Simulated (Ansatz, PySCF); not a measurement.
This triplet lies 0.27 eV above the relaxed singlet at the level B3LYP/cc-pVTZ // PBE0-D3(BJ)/def2-TZVP (Ansatz, an electronic-structure program); other levels give the other order.

## C$_{3}$HF, SMILES `C#C[C]F` (triplet; the order of the spin states depends on the level) (charge 0, multiplicity 3)

Level of theory: PBE0-D3(BJ)/def2-TZVP run with PySCF.

```yaml
highest_occupied_spin_orbital: -6.35 eV
dipole_moment: 1.35 D
total_energy: -214.4105 Ha
cost: around 60 core-seconds (rough)
```

```xyz
5

C      0.7592    -0.4467     0.8590
C      0.0616    -0.0477    -0.0774
C     -0.5599     0.2780    -1.2016
F     -1.6097     0.9960    -1.4708
H      1.3488    -0.7796     1.6802
```
Charge 0, spin multiplicity 3.
